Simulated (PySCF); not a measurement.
C4H5B: core ionisation energies

Compound: C4H5B.
Bonds: B1–C2, C2–C3 (triple), C3–C4, C4–C5 (double). Hydrogens: H6, H7 on B1; H8 on C4; H9, H10 on C5.

Method used: PySCF, delta-SCF UKS SCAN, pcX-2 on the ionised atom, pcseg-1 elsewhere, spin-free X2C. Binding energies are ΔSCF values: E(core-ionised, relaxed orbitals) − E(ground state) at a fixed geometry, referred to the vacuum level.

Problem. What binding energy does each computed site have?

Solution. 
```tsv
atom(s)	bonded to	level	binding energy (eV)	above the level's lowest (eV)	count
C4	C (double bond), C and H	C 1s	291.64	+1.71	1
C5	C (double bond) and 2 H	C 1s	290.77	+0.84	1
C3	C (triple bond) and C	C 1s	290.71	+0.78	1
C2	C (triple bond) and B	C 1s	289.93	0.00	1
```

Lowest listed C 1s: C2, bonded to C (triple bond) and B. Highest, 1.71 eV above it: C4, bonded to C (double bond), C and H.

Problem. What is the longest wavelength that can ionise C 1s of C3 vertically?

Solution. λ = hc/E = 12398.42 eV Å / 290.71 eV = 42.649 Å.

Not every level is listed. The unrestricted hole states depart most from a pure doublet (⟨S²⟩ = 0.75; over 0.85 named) for C 1s of C3 (0.93) and C 1s of C4 (0.90), which makes these values less certain. No level of boron is listed. Geometry: PBE0-D3(BJ)/def2-SVP; no solvent, vibrations or thermal averaging.

The run took 35 s of wall time on one thread, Arm Neoverse V1, no GPU, shared host.
